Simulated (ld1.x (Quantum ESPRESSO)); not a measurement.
# u(r) = r·R(r): atom against pseudo-atom (chromium (Cr))

Columns: radius, all-electron u(r) and pseudo u(r) of the 4p shell (level -0.99 eV) of chromium in the configuration [Ar] 3d5 4s1 4p0; PBE, scalar-relativistic, PAW scheme, ld1.x (Quantum ESPRESSO) 7.5.

| r (bohr) | all-electron | pseudo |
| --- | --- | --- |
| 0.170 | 0.0860 | 0.0033 |
| 0.340 | -0.0131 | 0.0129 |
| 0.510 | -0.1155 | 0.0285 |
| 0.680 | -0.1515 | 0.0494 |
| 0.850 | -0.1328 | 0.0747 |
| 1.020 | -0.0837 | 0.1036 |
| 1.190 | -0.0219 | 0.1349 |
| 1.360 | 0.0425 | 0.1675 |
| 1.530 | 0.1042 | 0.2005 |
| 1.700 | 0.1609 | 0.2330 |
| 1.870 | 0.2117 | 0.2642 |
| 2.040 | 0.2564 | 0.2935 |
| 2.210 | 0.2953 | 0.3205 |
| 2.380 | 0.3287 | 0.3450 |
| 2.550 | 0.3571 | 0.3668 |
| 2.720 | 0.3809 | 0.3860 |
| 2.890 | 0.4004 | 0.4027 |
| 3.060 | 0.4160 | 0.4167 |
| 3.230 | 0.4281 | 0.4282 |
| 3.400 | 0.4370 | 0.4370 |
| 3.570 | 0.4430 | 0.4430 |
| 3.740 | 0.4465 | 0.4465 |
| 3.910 | 0.4478 | 0.4478 |
| 4.080 | 0.4471 | 0.4471 |
| 4.250 | 0.4447 | 0.4447 |
| 4.420 | 0.4409 | 0.4409 |

**Question.** How many radial nodes do the two functions have?

**Answer.** The all-electron 4p function has n − l − 1 = 2; the pseudo-wave has 0, since the states of the same l below it are removed with the core.

**Question.** At about which radius was the pseudo-wave matched?

**Answer.** 3.40 bohr, where the columns begin to agree (steps of 0.17 bohr).

**Question.** Where does each function peak?

**Answer.** Outermost all-electron maximum near 3.91 bohr, pseudo maximum near 3.91 bohr (to the table’s step).

**Question.** Is the pseudo-wave norm-conserving?

**Answer.** No, it belongs to a PAW set: the norm inside the radius is not constrained, and the difference is carried by the augmentation charge.
